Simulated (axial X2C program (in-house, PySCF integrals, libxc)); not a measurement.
Worked dissociation energy of CaP⁻: PBE50, scalar-relativistic

Computed with an axial X2C code built on PySCF integrals. Spin-free means the one-electron spin-free X2C Hamiltonian. Basis: Ca dyall-acv3z [12s13p7d5f], P dyall-av3z [9s8p3d2f] (cores contracted in-house); Gaussian nuclei, density fitting, unrestricted open shells. Masses: Ca 39.963 u, P 30.974 u.

Molecular state: M_S = 1, Λ = 1 (beyond evenly filled blocks: σα, π+α, π+β, π-α).

- E(Ca) (2M_S = 0, M_L = 0): -680.325681 hartree
- E(P-) (2M_S = 2, M_L = 0): -342.025052 hartree
- E(CaP⁻) at Re: -1022.412872 hartree
- ωe: 312.0 cm⁻¹
- ωexe: 2.74 cm⁻¹

Task: Work out De and D0.

Result: De = -680.325681 + (-342.025052) − (-1022.412872) = 0.06214 hartree = 1.691 eV. The zero-point energy is ωe/2 − ωexe/4 = 155 cm⁻¹ = 0.019 eV, so D0 = 1.672 eV.

The state is a single determinant with fixed occupations, the lowest that a limited PBE0 search found. De is counted from the lowest determinant-based energies of the atoms at the same level, without counterpoise correction. Other states lie close and PBE0, whose exact exchange favours high spin, may order them wrongly; the determinant shown need not be the ground state. The nearest other spin-free determinant of the search, M_S = 0, Λ = 1, lies 0.06 eV up at the distance of the search. The functionals have no current-density term, which raises determinants with orbital currents, atoms included.

Each atomic determinant is the lowest at this level and need not be a pure term. Totals compare only within one Hamiltonian and basis.
